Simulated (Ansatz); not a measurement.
A CCSD(T) single point on C$_{9}$H$_{18}$N$_{2}$Ti, SMILES `C[N](C)[Ti]1234([CH3])([NH2])[C@@H]5[C@H]1[C@H]2[C@@]3(C)[C@@H]54`.

```yaml
crystal:
  periodic: [false, false, false]
  atoms:
    - {symbol: C, position_ang: [-2.645877, -1.209147, 0.054834]}
    - {symbol: N, position_ang: [-1.476769, -0.567070, 0.593711]}
    - {symbol: C, position_ang: [-1.093723, -1.117288, 1.867824]}
    - {symbol: Ti, position_ang: [-0.304748, 0.600705, -0.342016]}
    - {symbol: C, position_ang: [0.182818, 2.004401, 1.168677]}
    - {symbol: N, position_ang: [-1.495900, 1.540364, -1.480082]}
    - {symbol: C, position_ang: [1.358970, 0.944739, -2.047118]}
    - {symbol: C, position_ang: [0.705529, -0.281599, -2.288368]}
    - {symbol: C, position_ang: [1.005210, -1.150942, -1.217933]}
    - {symbol: C, position_ang: [1.833072, -0.463123, -0.304674]}
    - {symbol: C, position_ang: [2.419582, -1.015720, 0.949947]}
    - {symbol: C, position_ang: [2.041191, 0.837069, -0.823084]}
    - {symbol: H, position_ang: [-2.921986, -0.761267, -0.900466]}
    - {symbol: H, position_ang: [-3.500361, -1.114675, 0.741928]}
    - {symbol: H, position_ang: [-2.482507, -2.286437, -0.107837]}
    - {symbol: H, position_ang: [-1.895716, -0.989431, 2.609731]}
    - {symbol: H, position_ang: [-0.207185, -0.616617, 2.263884]}
    - {symbol: H, position_ang: [-0.876982, -2.195698, 1.804134]}
    - {symbol: H, position_ang: [-0.753631, 2.267498, 1.673311]}
    - {symbol: H, position_ang: [0.619663, 2.918613, 0.757947]}
    - {symbol: H, position_ang: [0.874325, 1.608222, 1.920474]}
    - {symbol: H, position_ang: [-2.357403, 1.880817, -1.069214]}
    - {symbol: H, position_ang: [-1.408263, 1.886384, -2.421929]}
    - {symbol: H, position_ang: [1.302142, 1.828776, -2.664324]}
    - {symbol: H, position_ang: [0.066601, -0.509827, -3.128138]}
    - {symbol: H, position_ang: [0.644314, -2.162484, -1.099391]}
    - {symbol: H, position_ang: [2.455709, -0.266043, 1.743223]}
    - {symbol: H, position_ang: [1.850938, -1.872624, 1.314240]}
    - {symbol: H, position_ang: [3.445754, -1.352857, 0.774121]}
    - {symbol: H, position_ang: [2.615271, 1.615291, -0.343432]}
basis:
  gaussian: {orbitals: def2-SVP}
correlation: {method: ccsd_t}
```

```sh
$ ansatz run in.yaml --threads 11 --pin off --events-out ev --progress --plain --max-ram 174080MiB --backend cuda --devices 0, --max-vram 75GiB
```

The program prints (abridged):

```
Functional definition: HF
2880 factors; integrals over basis functions are off by at most 1.4e-3 eV
mean field evaluation 1: about -35584.6480 eV, gradient 6.6e1 eV
mean field evaluation 2: about -35585.0188 eV, gradient 6.6e1 eV
mean field evaluation 4: about -35596.3523 eV, gradient 1.4e1 eV
mean field evaluation 8: about -35596.9704 eV, gradient 4.8e-1 eV
mean field -35596.97252152 eV, -1308.1646116713 hartree, gradient 2.2e-6 eV, S^2 0.000000; 0 other end points of the search recorded, 0 dependent functions left out
16 core orbitals not correlated: weight in the atoms' cores, before any rotation towards them, 1.000 or more for the frozen orbitals, at most 0.000 for the correlated occupied ones
reference -35596.97252152 eV, -1308.1646116713 hartree; 38, 38 occupied and 221, 221 virtual orbitals, 2880 factors
second order -53.07876720 eV of doubles, -0.00000000 eV of singles
cycle   1  -53.06849202 eV  change    1.0e-2 eV  update   2.7e-1
cycle   2  -54.56161644 eV  change    -1.5e0 eV  update   1.8e-1
cycle   3  -55.23392776 eV  change   -6.7e-1 eV  update   6.0e-2
cycle   4  -55.30497320 eV  change   -7.1e-2 eV  update   2.3e-2
cycle   5  -55.28992665 eV  change    1.5e-2 eV  update   1.1e-2
cycle   6  -55.28725700 eV  change    2.7e-3 eV  update   5.6e-3
cycle   7  -55.28644025 eV  change    8.2e-4 eV  update   2.6e-3
cycle   8  -55.28518762 eV  change    1.3e-3 eV  update   9.5e-4
cycle   9  -55.28555364 eV  change   -3.7e-4 eV  update   4.5e-4
cycle  10  -55.28623279 eV  change   -6.8e-4 eV  update   2.2e-4
cycle  11  -55.28589104 eV  change    3.4e-4 eV  update   1.3e-4
cycle  12  -55.28575195 eV  change    1.4e-4 eV  update   6.7e-5
cycle  13  -55.28582423 eV  change   -7.2e-5 eV  update   3.1e-5
cycle  14  -55.28581340 eV  change    1.1e-5 eV  update   1.4e-5
perturbative correction -2.52573893 eV, -0.0928191936 hartree
Total energy: -35654.78407384 eV, -1310.2891470330 hartree
```

Run time 7.5 s (11 threads of an AMD EPYC 7R13 on a shared host and a whole NVIDIA H100 80 GB); peak host memory 1.9 GiB.

The correlation energy is -57.812 eV, 4.4 % of it from (T); the T1 diagnostic reads 0.0179.
